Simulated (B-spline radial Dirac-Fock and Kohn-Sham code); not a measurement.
## Binding energies of Mg in different valence configurations

Model: Dirac-Fock (average of configuration) total-energy differences with a finite nucleus, the Breit interaction including its frequency dependence, and self-energy and vacuum-polarisation corrections. Program: a radial finite-basis atomic code. Electron correlation is not included.

Reference: the tabulated ground configuration [Ne] 3s2, with 2p1/2 56.57 eV, 2p3/2 56.30 eV.

Shifts from the reference in eV.

```csv
configuration,average energy,2p1/2,2p3/2
[Ne] 3s1 3p1,+2.54,+1.63,+1.64
```

Values without a named source are computed, but for edge energies of neutral atoms, which are taken from tables.
